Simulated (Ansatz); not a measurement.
Reactions of CH₅BrOSi (`OC[SiH2]Br`).

Computed with Ansatz on PBE0-D4/def2-TZVP structures; ΔE is electronic, products minus reactants. CCSD(T)/CBS is the MP2 limit (def2-TZVPP, def2-QZVPP) plus CCSD(T) − MP2 in def2-TZVPP, frozen cores. This one scheme is used for every species. DFT in def2-TZVPP. def2 core potentials past Kr. For As, Br, In, Te outer-core shells are correlated without core-valence functions, which leaves a few kJ/mol of doubt a bond. Scalar relativity is left out up to krypton. Each species was taken in one conformer, which may not be the lowest.

```csv
reaction,PBE0-D4 (kJ/mol),CCSD(T)/CBS(def2) (kJ/mol)
`OC[SiH2]Br` + `OCF` → `FCO[SiH2]Br` + CH₃OH,-94,-104
`OC[SiH2]Br` + `[F][InH][F]` → `O[CH2][In]([F])[F]` + `[SiH3]Br`,20,18
`OC[SiH2]Br` + `BOC` → `BOC[SiH2]Br` + CH₃OH,5,3
`OC[SiH2]Br` + H₂ → `C[SiH2]Br` + H₂O,-133,-139
`OC[SiH2]Br` + `[AsH3]` → `OC[AsH2]` + `[SiH3]Br`,31,29
`OC[SiH2]Br` + H₂Te → `OC[SiH2][TeH]` + HBr,38,40
```

Largest T1 diagnostic: 0.017, for `[F][InH][F]`.
